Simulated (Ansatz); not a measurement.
`CBN[SiH3]` + `BN` → `BN[SiH3]` + `CBN` at 400 K and 1 bar (ligand exchange at the Si–N bond).

Computed with Ansatz on PBE0-D4/def2-TZVP structures; ΔE is electronic, products minus reactants. CBS: MP2 limit from def2 TZ/QZ plus the TZ coupled-cluster correction, frozen cores. This one scheme is used for every species. Each species was taken in one conformer, which may not be the lowest.

```csv
species,CCSD(T)/CBS energy (Eh),H − E (kJ/mol),S (J/(mol·K))
`CBN[SiH3]`,-411.50704,273.0,365.2
`BN`,-81.93499,142.5,243.5
`BN[SiH3]`,-372.22946,191.4,318.7
`CBN`,-121.21267,224.0,296.9
```

H − E and S are ideal-gas, rigid-rotor, harmonic terms from PBE0-D4/def2-TZVP, for one conformer and one mirror image of each species. 1 Eh = 2625.50 kJ/mol, R = 8.31446 J/(mol·K).

Question: By hand: ΔE, ΔH, ΔS and ΔG.

Answer: ΔE = (-372.22946) + (-121.21267) − (-411.50704) − (-81.93499) = -0.00010 Eh = -0.3 kJ/mol. Δ(H − E) = 191.4 + 224.0 − 273.0 − 142.5 = -0.1, so ΔH = -0.4 kJ/mol. ΔS = 318.7 + 296.9 − 365.2 − 243.5 = 6.9 J/(mol·K). ΔG = -0.4 − 400 × (6.9)/1000 = -3.2 kJ/mol.

Question: By hand: the equilibrium constant, and the temperature at which ΔG would vanish if ΔH and ΔS stayed fixed.

Answer: log₁₀ K = −ΔG/(RT ln 10) = 0.4. ΔH and −TΔS have one sign here, so there is no such temperature. One of them is within its doubt of zero, so this could turn.

TΔS isn't small against ΔH here. The sign of ΔG lies within the doubt. A doubt of 5 kJ/mol in ΔE shifts log₁₀ K by 0.7 here. Other conformers and mirror images would add mixing entropy, several J/(mol·K) or more a flexible species. These are equilibria of isolated gas molecules and say nothing of rates. Largest T1 diagnostic: 0.012 (customary marks: 0.02 for closed shells, 0.045 for open ones).
